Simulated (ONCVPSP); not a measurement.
Before and after: ONCV potential for tungsten (W)

| Item | Value |
| --- | --- |
| Element | W |
| Generator | ONCVPSP 4.0.1 |
| Type | optimised norm-conserving Vanderbilt (ONCV) |
| Functional | LDA (Perdew-Zunger) |
| Relativity | scalar-relativistic |
| Frozen core | [Kr] 4d10 4f14 |
| Valence charge | 14 |
| Reference configuration | 5s2 5p6 5d4 6s2 |
| Partial waves | 5s+6s: rc 1.75 bohr, ncon 4, nbas 8, qcut 6.1 1/bohr, 3 projectors, debl 3.7 Ha; 5p: rc 2.05 bohr, ncon 4, nbas 7, qcut 5.9 1/bohr, 2 projectors, debl 2 Ha; 5d: rc 1.75 bohr, ncon 3, nbas 8, qcut 6 1/bohr, local |
| Local potential | the d channel |
| Core correction | none |

All-electron outer shells of the reference configuration (LDA (Perdew-Zunger), scalar-relativistic, ld1.x):

```tsv
shell	level (eV)	outermost node (bohr)	outermost maximum (bohr)
5s	-79.30	0.53	0.96
5p	-43.38	0.57	1.09
4f	-33.46	–	0.43
6s	-5.91	1.28	2.64
5d	-4.68	0.63	1.50
```

Change: s: rc 2.4.

Cutoffs: the cutoffs (Ha) at which the residual kinetic energy of the hardest occupied pseudo-wave falls to 1 and 0.1 mHa per electron; they do not see the model core or the augmentation charge, which bear on the density cutoff. Errors are all-electron minus pseudo energies relative to the spin-unpolarised reference configuration.

Task: Predict the effect on cutoff, ghosts and configuration errors.

Result: The potential gets neither clearly harder nor softer (15 Ha and 18 Ha → 14 Ha and 17 Ha); the d channel sets the loose cutoff, while the largest relative change is in s, which becomes softer; of the 4 tests that both files solve, the error grows in 3 and shrinks in 0 by more than 15 % and 0.3 meV (median size 5.2 → 8.2 meV); neither file shows a bound ghost. More of the atom is replaced by a form fitted at one configuration, so other configurations suffer.

```csv
quantity,base,changed
"cutoff, loose",15 Ha,14 Ha
"cutoff, tight",18 Ha,17 Ha
loose cutoff by channel,"s 15 Ha, p 12 Ha, d 14 Ha","s 7.3 Ha, p 12 Ha, d 14 Ha"
bound ghosts,none,none
GHOST(+) flags under 300 eV,none,none
"error for 5s2 5p6 5d4 6s1, meV [ΔE 9.13 eV]",-2.9,-3.8
"error for 5s2 5p6 5d4 6s0, meV [ΔE 25.16 eV]",-7.5,-13
"error for 5s2 5p6 5d3 6s0, meV [ΔE 50.86 eV]",-12,-16
"error for 5s2 5p6 5d3 6s2 6p1, meV [ΔE 4.10 eV]",+2.2,+2.2
p: phases at 2.09 bohr within 0.05 rad from the reference energy up to (Ha; the scan ends near 5),to the end of the scan,to the end of the scan
d: phases at 1.77 bohr within 0.05 rad from the reference energy up to (Ha; the scan ends near 5),3.4,3.4
```
